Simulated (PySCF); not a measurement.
TeF3, SMILES F[Te+](F)F, charge +1.

Geometry optimised at B3LYP-D3(BJ)/def2-SVP. The multiplicity is an assumed one; other spin states were not compared. The isomer is the one that the SMILES or the coordinates give; other isomers of the formula were not compared. The def2 effective core potentials stand for the cores of Te; spin–orbit coupling is left out.

Two levels are set side by side: PBE/def2-TZVPD (PySCF) and PBE0/def2-TZVPD (PySCF). Same geometry, gas phase. Differences are taken from unrounded values.

```csv
quantity,PBE0,PBE,PBE minus PBE0
orbital gap (eV),8.41,6.00,-2.41
highest occupied level (eV),-18.18,-16.55,1.63
lowest empty level (eV),-9.77,-10.55,-0.79
mean polarisability (bohr³),31.4,32.7,1.4
```

PBE's occupied levels lie high since its potential decays too fast outside the molecule; exact exchange lowers them and widens the gap. Loosely held outer electrons make PBE densities more polarisable. Differences between two approximate levels are no errors against the true value.

Rough cost on one machine, each run with all the roots and properties that it gave: PBE0 against PBE within a factor of 2.
